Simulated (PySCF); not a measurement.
C$_{6}$H$_{14}$Zn, singlet, at a GFN2-xTB geometry (such geometries of metal compounds can be far from the true shape); CASSCF(6,4)/STO-3G (PySCF).

The PySCF input:
```python
from pyscf import gto, scf, mcscf
import numpy

mol = gto.Mole()
mol.atom = '''
    Zn   -0.361158    0.644005    0.324560
    C    -0.092927   -0.791753    1.818404
    C     1.328978   -1.313340    1.620505
    C    -1.100061   -1.918774    1.600817
    H    -0.187107   -0.447454    2.851013
    H     1.524654   -2.157531    2.287755
    H     1.483738   -1.663982    0.598534
    H     2.067134   -0.540769    1.835079
    H    -2.115691   -1.584819    1.807861
    H    -0.881456   -2.759916    2.264881
    H    -1.063052   -2.292195    0.576451
    C    -0.036716    1.011346   -1.706605
    C    -0.426714   -0.286216   -2.411861
    C     1.445947    1.302823   -1.926859
    H    -0.612194    1.825792   -2.153004
    H    -0.187226   -0.230999   -3.477563
    H     0.115958   -1.139175   -2.000492
    H    -1.495149   -0.480833   -2.320031
    H     1.727609    2.261159   -1.493196
    H     1.673350    1.338424   -2.996111
    H     2.073141    0.527646   -1.484372
'''
mol.basis = 'sto-3g'
mol.charge = 0
mol.spin = 0
mol.verbose = 4
mol.build()

mf = scf.RHF(mol)
mf.kernel()
mc = mcscf.CASSCF(mf, 4, 6)
mc.fix_spin_(ss=0.0)
mc.kernel()
occ = numpy.linalg.eigvalsh(mc.fcisolver.make_rdm1(mc.ci, mc.ncas, mc.nelecas))[::-1]
ss = mc.fcisolver.spin_square(mc.ci, mc.ncas, mc.nelecas)[0]
print('natural occupations', occ.round(4), ' <S^2>', round(ss, 4))
```

The log (banner, timings and long lists left out):

```
PySCF version 2.14.0

[INPUT] verbose = 4
[INPUT] num. atoms = 21
[INPUT] num. electrons = 80
[INPUT] charge = 0
[INPUT] spin (= nelec alpha-beta = 2S) = 0
[INPUT] symmetry False subgroup None
[INPUT] Mole.unit = angstrom
[INPUT] Symbol           X                Y                Z      unit          X                Y                Z       unit  Magmom
[...]
nuclear repulsion = 513.272368187434
number of shells = 40
number of NR pGTOs = 186
number of NR cGTOs = 62
basis = sto-3g
ecp = {}

******** <class 'pyscf.scf.hf.RHF'> ********
method = RHF
initial guess = minao
damping factor = 0
level_shift factor = 0
DIIS = <class 'pyscf.scf.diis.CDIIS'>
diis_start_cycle = 1
diis_space = 8
diis_damp = 0
SCF conv_tol = 1e-09
SCF conv_tol_grad = None
SCF max_cycles = 50
direct_scf = True
direct_scf_tol = 1e-13
Set gradient conv threshold to 3.16228e-05
Initial guess from minao.
init E= -1988.4221127156
[...]
cycle= 1 E= -1989.2182634681  delta_E= -0.796  |g|= 0.743  |ddm|=  5.1
[...]
cycle= 2 E= -1982.8681358388  delta_E= 6.35  |g|= 3.86  |ddm|= 5.82
[...]
cycle= 3 E= -1989.73222270075  delta_E= -6.86  |g|= 0.265  |ddm|= 5.22
[...]
cycle= 4 E= -1989.80056309149  delta_E= -0.0683  |g|= 0.165  |ddm|= 0.767
[...]
cycle= 5 E= -1989.82359694816  delta_E= -0.023  |g|= 0.0969  |ddm|= 0.639
[...]
cycle= 6 E= -1989.82966469949  delta_E= -0.00607  |g|= 0.0249  |ddm|= 0.39
[...]
cycle= 7 E= -1989.83024709382  delta_E= -0.000582  |g|= 0.0111  |ddm|= 0.0867
[...]
cycle= 8 E= -1989.83041374395  delta_E= -0.000167  |g|= 0.00925  |ddm|= 0.038
[...]
cycle= 9 E= -1989.83056605123  delta_E= -0.000152  |g|= 0.00838  |ddm|= 0.0307
[...]
cycle= 10 E= -1989.8308335392  delta_E= -0.000267  |g|= 0.00717  |ddm|= 0.054
[...]
cycle= 11 E= -1989.83135800503  delta_E= -0.000524  |g|= 0.00419  |ddm|= 0.156
[...]
cycle= 12 E= -1989.83147168454  delta_E= -0.000114  |g|= 0.00185  |ddm|= 0.0775
[...]
cycle= 13 E= -1989.83148880552  delta_E= -1.71e-05  |g|= 0.000465  |ddm|= 0.0377
[...]
cycle= 14 E= -1989.83148904645  delta_E= -2.41e-07  |g|= 0.000216  |ddm|= 0.0039
[...]
cycle= 15 E= -1989.83148911995  delta_E= -7.35e-08  |g|= 0.000178  |ddm|= 0.00175
[...]
cycle= 16 E= -1989.83148913391  delta_E= -1.4e-08  |g|= 3.63e-05  |ddm|= 0.000392
[...]
cycle= 17 E= -1989.83148913519  delta_E= -1.29e-09  |g|= 2.92e-05  |ddm|= 8.88e-05
[...]
cycle= 18 E= -1989.83148913625  delta_E= -1.06e-09  |g|= 2.77e-05  |ddm|= 6.59e-05
[...]
cycle= 19 E= -1989.83148913886  delta_E= -2.61e-09  |g|= 2.56e-05  |ddm|= 0.00015
[...]
cycle= 20 E= -1989.83148914607  delta_E= -7.22e-09  |g|= 1.95e-05  |ddm|= 0.000505
[...]
cycle= 21 E= -1989.83148915213  delta_E= -6.06e-09  |g|= 1.18e-05  |ddm|= 0.0007
[...]
cycle= 22 E= -1989.8314891533  delta_E= -1.16e-09  |g|= 8.77e-06  |ddm|= 0.000262
[...]
cycle= 23 E= -1989.83148915384  delta_E= -5.41e-10  |g|= 5.47e-06  |ddm|= 0.000243
[...]
Extra cycle  E= -1989.83148915386  delta_E= -2.18e-11  |g|= 5.13e-06  |ddm|= 1.16e-05
converged SCF energy = -1989.83148915386

******** <class 'pyscf.mcscf.mc1step.CASSCF'> ********
CAS (3e+3e, 4o), ncore = 37, nvir = 21
max_cycle_macro = 50
max_cycle_micro = 4
conv_tol = 1e-07
conv_tol_grad = None
orbital rotation max_stepsize = 0.02
orbital rotation threshold for CI restart = 0.01
augmented hessian ah_max_cycle = 30
augmented hessian ah_conv_tol = 1e-12
augmented hessian ah_linear dependence = 1e-14
augmented hessian ah_level shift = 1e-08
augmented hessian ah_start_tol = 2.5
augmented hessian ah_start_cycle = 3
augmented hessian ah_grad_trust_region = 3
kf_trust_region = 3
kf_interval = 4
ci_response_space = 4
ci_grad_trust_region = 3
with_dep4 0
natorb = False
canonicalization = True
sorting_mo_energy = False
ao2mo_level = 2
internal_rotation = False
******** <class 'pyscf.fci.addons.SpinPenaltyFCISolver'> ********
max. cycles = 50
conv_tol = 1e-08
davidson only = True
linear dependence = 1e-12
level shift = 0.001
max iter space = 12
nroots = 1
pspace_size = 400
spin = None
CASCI E = -1989.84134029344  S^2 = 0.0000000
Set conv_tol_grad to 0.000316228
macro iter   1 ( 21 JK    4 micro), CASSCF E = -1989.84384184938  dE = -2.50155594e-03  S^2 = 0.0000000
               |grad[o]|=0.0149  |grad[c]|=0.0288  |ddm|=0.0125  |maxRot[o]|=0.191
macro iter   2 ( 11 JK    3 micro), CASSCF E = -1989.84430424589  dE = -4.62396513e-04  S^2 = 0.0000000
               |grad[o]|=0.00815  |grad[c]|=0.00673  |ddm|=0.00622  |maxRot[o]|=0.0651
macro iter   3 ( 12 JK    3 micro), CASSCF E = -1989.84434755163  dE = -4.33057369e-05  S^2 = 0.0000000
               |grad[o]|=0.00195  |grad[c]|=0.00485  |ddm|=0.0157  |maxRot[o]|=0.0526
macro iter   4 (  7 JK    2 micro), CASSCF E = -1989.84435140926  dE = -3.85762814e-06  S^2 = 0.0000000
               |grad[o]|=0.00167  |grad[c]|=0.00202  |ddm|=0.000302  |maxRot[o]|=0.0325
macro iter   5 (  7 JK    2 micro), CASSCF E = -1989.84436830061  dE = -1.68913573e-05  S^2 = 0.0000000
               |grad[o]|=0.00155  |grad[c]|=0.00478  |ddm|=0.000463  |maxRot[o]|=0.0409
macro iter   6 (  7 JK    2 micro), CASSCF E = -1989.84437646564  dE = -8.16503120e-06  S^2 = 0.0000000
               |grad[o]|=0.00126  |grad[c]|=0.00415  |ddm|=0.0023  |maxRot[o]|=0.0486
macro iter   7 ( 17 JK    4 micro), CASSCF E = -1989.84438360544  dE = -7.13979261e-06  S^2 = 0.0000000
               |grad[o]|=0.00129  |grad[c]|=0.0128  |ddm|=0.00972  |maxRot[o]|=0.135
macro iter   8 (  7 JK    2 micro), CASSCF E = -1989.84438236482  dE =  1.24061421e-06  S^2 = 0.0000000
               |grad[o]|=0.00212  |grad[c]|=0.000541  |ddm|=0.000538  |maxRot[o]|=0.0428
macro iter   9 ( 21 JK    4 micro), CASSCF E = -1989.84438610414  dE = -3.73931289e-06  S^2 = 0.0000000
               |grad[o]|=0.00198  |grad[c]|=0.000221  |ddm|=0.000492  |maxRot[o]|=0.0364
macro iter  10 ( 17 JK    4 micro), CASSCF E = -1989.84438919289  dE = -3.08875701e-06  S^2 = 0.0000000
               |grad[o]|=0.0018  |grad[c]|=0.000714  |ddm|=0.00407  |maxRot[o]|=0.0624
[...]
               |grad[o]|=0.00228  |grad[c]|=2.49e-05  |ddm|=7.65e-06  |maxRot[o]|=0.00131
macro iter  22 ( 11 JK    1 micro), CASSCF E = -1989.84440002265  dE = -2.36650521e-09  S^2 = 0.0000000
               |grad[o]|=0.00228  |grad[c]|=1.65e-05  |ddm|=1.39e-06  |maxRot[o]|=0.000126
macro iter  23 ( 13 JK    1 micro), CASSCF E = -1989.84440002802  dE = -5.36283551e-09  S^2 = 0.0000000
               |grad[o]|=0.00228  |grad[c]|=9.95e-06  |ddm|=6.29e-07  |maxRot[o]|=3.59e-05
macro iter  24 ( 14 JK    1 micro), CASSCF E = -1989.84440003154  dE = -3.51928975e-09  S^2 = 0.0000000
               |grad[o]|=0.00228  |grad[c]|=5.88e-06  |ddm|=4.42e-07  |maxRot[o]|=1.3e-05
macro iter  25 (  7 JK    1 micro), CASSCF E = -1989.84440003250  dE = -9.61335900e-10  S^2 = 0.0000000
               |grad[o]|=0.00228  |grad[c]|=3.41e-06  |ddm|=2.85e-07  |maxRot[o]|=1.22e-06
macro iter  26 (  2 JK    1 micro), CASSCF E = -1989.84440003251  dE = -1.31876732e-11  S^2 = 0.0000000
               |grad[o]|=0.00228  |grad[c]|=1.98e-06  |ddm|=1.68e-07  |maxRot[o]|=1.14e-07
macro iter  27 (  2 JK    1 micro), CASSCF E = -1989.84440003250  dE =  8.18545232e-12  S^2 = 0.0000000
               |grad[o]|=0.00228  |grad[c]|=1.14e-06  |ddm|=1.04e-07  |maxRot[o]|=3.41e-08
macro iter  28 (  1 JK    1 micro), CASSCF E = -1989.84440003250  dE =  0.00000000e+00  S^2 = 0.0000000
               |grad[o]|=0.00228  |grad[c]|=7.98e-07  |ddm|=    0  |maxRot[o]|=    0
macro iter  29 (  1 JK    1 micro), CASSCF E = -1989.84440003250  dE =  0.00000000e+00  S^2 = 0.0000000
               |grad[o]|=0.00228  |grad[c]|=7.98e-07  |ddm|=    0  |maxRot[o]|=    0
macro iter  30 (  1 JK    1 micro), CASSCF E = -1989.84440003250  dE =  0.00000000e+00  S^2 = 0.0000000
               |grad[o]|=0.00228  |grad[c]|=7.98e-07  |ddm|=    0  |maxRot[o]|=    0
macro iter  31 (  1 JK    1 micro), CASSCF E = -1989.84440003250  dE =  0.00000000e+00  S^2 = 0.0000000
               |grad[o]|=0.00228  |grad[c]|=7.98e-07  |ddm|=    0  |maxRot[o]|=    0
macro iter  32 (  1 JK    1 micro), CASSCF E = -1989.84440003250  dE =  0.00000000e+00  S^2 = 0.0000000
               |grad[o]|=0.00228  |grad[c]|=7.98e-07  |ddm|=    0  |maxRot[o]|=    0
macro iter  33 (  1 JK    1 micro), CASSCF E = -1989.84440003250  dE =  0.00000000e+00  S^2 = 0.0000000
               |grad[o]|=0.00228  |grad[c]|=7.98e-07  |ddm|=    0  |maxRot[o]|=    0
macro iter  34 (  1 JK    1 micro), CASSCF E = -1989.84440003250  dE =  0.00000000e+00  S^2 = 0.0000000
               |grad[o]|=0.00228  |grad[c]|=7.98e-07  |ddm|=    0  |maxRot[o]|=    0
macro iter  35 (  1 JK    1 micro), CASSCF E = -1989.84440003250  dE =  0.00000000e+00  S^2 = 0.0000000
               |grad[o]|=0.00228  |grad[c]|=7.98e-07  |ddm|=    0  |maxRot[o]|=    0
macro iter  36 (  1 JK    1 micro), CASSCF E = -1989.84440003250  dE =  0.00000000e+00  S^2 = 0.0000000
               |grad[o]|=0.00228  |grad[c]|=7.98e-07  |ddm|=    0  |maxRot[o]|=    0
macro iter  37 (  1 JK    1 micro), CASSCF E = -1989.84440003250  dE =  0.00000000e+00  S^2 = 0.0000000
               |grad[o]|=0.00228  |grad[c]|=7.98e-07  |ddm|=    0  |maxRot[o]|=    0
macro iter  38 (  1 JK    1 micro), CASSCF E = -1989.84440003250  dE =  0.00000000e+00  S^2 = 0.0000000
               |grad[o]|=0.00228  |grad[c]|=7.98e-07  |ddm|=    0  |maxRot[o]|=    0
macro iter  39 (  1 JK    1 micro), CASSCF E = -1989.84440003250  dE =  0.00000000e+00  S^2 = 0.0000000
               |grad[o]|=0.00228  |grad[c]|=7.98e-07  |ddm|=    0  |maxRot[o]|=    0
macro iter  40 (  1 JK    1 micro), CASSCF E = -1989.84440003250  dE =  0.00000000e+00  S^2 = 0.0000000
               |grad[o]|=0.00228  |grad[c]|=7.98e-07  |ddm|=    0  |maxRot[o]|=    0
macro iter  41 (  1 JK    1 micro), CASSCF E = -1989.84440003250  dE =  0.00000000e+00  S^2 = 0.0000000
               |grad[o]|=0.00228  |grad[c]|=7.98e-07  |ddm|=    0  |maxRot[o]|=    0
macro iter  42 (  1 JK    1 micro), CASSCF E = -1989.84440003250  dE =  0.00000000e+00  S^2 = 0.0000000
               |grad[o]|=0.00228  |grad[c]|=7.98e-07  |ddm|=    0  |maxRot[o]|=    0
macro iter  43 (  1 JK    1 micro), CASSCF E = -1989.84440003250  dE =  0.00000000e+00  S^2 = 0.0000000
               |grad[o]|=0.00228  |grad[c]|=7.98e-07  |ddm|=    0  |maxRot[o]|=    0
macro iter  44 (  1 JK    1 micro), CASSCF E = -1989.84440003250  dE =  0.00000000e+00  S^2 = 0.0000000
               |grad[o]|=0.00228  |grad[c]|=7.98e-07  |ddm|=    0  |maxRot[o]|=    0
macro iter  45 (  1 JK    1 micro), CASSCF E = -1989.84440003250  dE =  0.00000000e+00  S^2 = 0.0000000
               |grad[o]|=0.00228  |grad[c]|=7.98e-07  |ddm|=    0  |maxRot[o]|=    0
macro iter  46 (  1 JK    1 micro), CASSCF E = -1989.84440003250  dE =  0.00000000e+00  S^2 = 0.0000000
               |grad[o]|=0.00228  |grad[c]|=7.98e-07  |ddm|=    0  |maxRot[o]|=    0
macro iter  47 (  1 JK    1 micro), CASSCF E = -1989.84440003250  dE =  0.00000000e+00  S^2 = 0.0000000
               |grad[o]|=0.00228  |grad[c]|=7.98e-07  |ddm|=    0  |maxRot[o]|=    0
macro iter  48 (  1 JK    1 micro), CASSCF E = -1989.84440003250  dE =  0.00000000e+00  S^2 = 0.0000000
               |grad[o]|=0.00228  |grad[c]|=7.98e-07  |ddm|=    0  |maxRot[o]|=    0
macro iter  49 (  1 JK    1 micro), CASSCF E = -1989.84440003250  dE =  0.00000000e+00  S^2 = 0.0000000
               |grad[o]|=0.00228  |grad[c]|=7.98e-07  |ddm|=    0  |maxRot[o]|=    0
macro iter  50 (  1 JK    1 micro), CASSCF E = -1989.84440003250  dE =  0.00000000e+00  S^2 = 0.0000000
               |grad[o]|=0.00228  |grad[c]|=7.98e-07  |ddm|=    0  |maxRot[o]|=    0
1-step CASSCF not converged,  50 macro (459 JK 100 micro) steps
CASSCF canonicalization
Density matrix diagonal elements [1.98175579 1.99999647 1.94569759 0.07255015]
CASSCF energy = -1989.84440003250
CASCI E = -1989.84440003250  E(CI) = -9.85744510718496  S^2 = 0.0000000
natural occupations [2.     1.9986 1.9289 0.0725]  <S^2> 0.0
```

Convergence was not reached.
